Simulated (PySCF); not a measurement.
# Electron correlation in Ge²⁺ (germanium, charge +2)

[Ar] 3d10 4s2, closed-shell 1S. Calculation: PySCF 2.14, in x2c-TZVPPall with one added diffuse shell each of s, p, d type (7s6p5d1f, 57 functions); scalar relativity by spin-free X2C-1e. Frozen: [Ne]; 20 electrons correlated.

```
  level  correlation energy (mhartree)
   CCSD                        -284.67
    (T)                          -6.41
CCSD(T)                        -291.08
```

Diagnostics: T1 = 0.0068, D1 = 0.0130, largest double amplitude 0.094.

**Question.** Is a single reference adequate?

**Answer.** Mostly. T1 lies below 0.03, but a double amplitude of this size points to a near-degeneracy that CCSD handles and MP2 describes poorly.

This basis was not built for core-valence correlation, so the inner-shell part is incomplete.
